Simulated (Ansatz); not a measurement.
GeH$_{6}$O$_{2}$Si, SMILES `O[SiH2][GeH2][OH]`, relaxed with RKS PBE0-D4/def2-TZVP in the Gaussian-basis code of Ansatz from a GFN2-xTB geometry. The force threshold is 0.005 eV/Å; the program also tests the step.

Total charge 0; spin multiplicity 1.

Start:

```xyz
10

O     0.839   -0.275    2.014
Si    0.883    0.437    0.558
Ge   -0.818   -0.668   -0.596
O    -1.078    0.114   -2.152
H     1.416   -0.005    2.725
H     2.208    0.290   -0.054
H     0.645    1.884    0.688
H    -0.566   -2.071   -1.094
H    -2.196   -0.739    0.061
H    -1.333    1.033   -2.149
```

(1) How much energy does the relaxation release, and in how many steps? (An estimate is asked.)

(2) Which bonds change most? (Best estimate.)

(3) Give the relaxed structure. (Estimate.)

## Answers

(1) The calculation gave: 15.40 kJ/mol, in 11 steps, 1 of them rejected.

(2) Computed: Si2–Ge3 from 2.334 to 2.389 Å; Ge3–O4 from 1.761 to 1.794 Å; O1–Si2 from 1.622 to 1.653 Å; Ge3–H8 from 1.509 to 1.536 Å.

(3) Computed: 
```xyz
10

O     0.840   -0.269    2.105
Si    0.862    0.402    0.595
Ge   -0.851   -0.686   -0.666
O    -1.030    0.176   -2.229
H     1.501    0.019    2.736
H     2.191    0.233   -0.058
H     0.585    1.869    0.642
H    -0.493   -2.120   -1.083
H    -2.206   -0.681    0.076
H    -1.399    1.055   -2.119
```
